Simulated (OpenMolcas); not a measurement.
# Sr⁺: thermal populations, worked from levels

| Item | Value |
| --- | --- |
| Program | OpenMolcas |
| Basis | ANO-RCC-VTZP [7s6p3d1f] |
| Scalar Hamiltonian | DKH2, point nucleus |
| Active space | 1 electron in 9 orbitals (4d 5s 5p) |
| State averaging | 2S+1 = 2 even, 6 roots; 2S+1 = 2 odd, 3 roots |
| Spin-orbit coupling | RASSI with atomic mean-field integrals over the reference wave functions, term energies averaged over their components |

Methods: CASSCF; SS-CASPT2, IPEA 0.25 Eh, imaginary shift 0.1 Eh (closed shells correlated: 4s 4p). Measured levels: NIST Handbook of Basic Atomic Spectroscopic Data.

**Thermal populations.** Z = Σ (2J + 1) exp(-E/kT) with k = 0.695035 cm-1/K, over the levels below. No other level of either list lies under 47700 cm-1, which is above 7 kT at each temperature.

| Level | 2J + 1 | SS-CASPT2 | measured |
| --- | --- | --- | --- |
| 5s 2S 1/2 | 2 | 0.0 | 0.0 |
| 4d 2D 3/2 | 4 | 17070 | 14556 |
| 4d 2D 5/2 | 6 | 17340 | 14836 |
| 5p 2P* 1/2 | 2 | 23680 | 23715 |
| 5p 2P* 3/2 | 4 | 24210 | 24517 |

| T (K) | Z, SS-CASPT2 | Z, measured levels | Ground level (%), SS-CASPT2 | Ground level (%), measured levels |
| --- | --- | --- | --- | --- |
| 8000 | 2.531 | 2.785 | 79.0 | 71.8 |

At 8000 K, kT = 5560 cm-1, and the computed levels give Z = 2.000 + 0.186 + 0.265 + 0.028 + 0.051 = 2.531.

CASPT2 does not keep the components of a term degenerate, so their means are used; among the terms shown or strongly mixed into the levels shown the widest spread is 140 cm-1 (4d 2D, SS-CASPT2). ANO sets are built for ground and valence states and can reach diffuse excited orbitals poorly. With one active electron the reference holds no correlation, so core polarisation is missing (holds for CASSCF). With one active electron, CASPT2 adds the correlation within the correlated inactive shells and between them and that electron, and leaves the splitting within a term as the reference gives it (holds for SS-CASPT2). Measured partners are found by configuration, term and J. A level has none where our copy of the source lacks it or the pairing is in doubt (some pairs that miss far off the trend of their configuration count as doubtful), and it then counts in no deviation. Levels of configurations outside the active space are missing.

* marks odd parity.
